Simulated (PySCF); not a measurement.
Method: PySCF with M06-2X/def2-TZVP // B3LYP-D3(BJ)/def2-TZVP. All species are isolated molecules in the gas phase. One relaxed conformer stands for a flexible species; it need not be the lowest. Delta-SCF ions had no search for a lower state. Excitations are Tamm–Dancoff values on a coarser integration grid. The basis has no diffuse functions, so Rydberg states are missing or too high.

Reference species (SMILES): `O=c1cc1O` (C–C–O–H torsion 0°) (neutral, multiplicity 1).

| Property | Value |
|---|---|
| T1 excitation (TDA) | 4.90 eV |
| S1 excitation (TDA) | 5.27 eV |
| vertical ionisation energy (Delta-SCF) | 9.67 eV |
| S1 oscillator strength | 0.001 |

Changed species: `C#COC=O`.

Problem. Give the shifts of the T1 excitation (TDA), S1 excitation (TDA), vertical ionisation energy (Delta-SCF) and S1 oscillator strength.

Solution. the T1 excitation (TDA) increases by 0.25 eV, to 5.15 eV; the S1 excitation (TDA) rises by 0.33 eV, to 5.60 eV; the vertical ionisation energy (Delta-SCF) rises by 0.88 eV, to 10.55 eV; the S1 oscillator strength hardly moves.
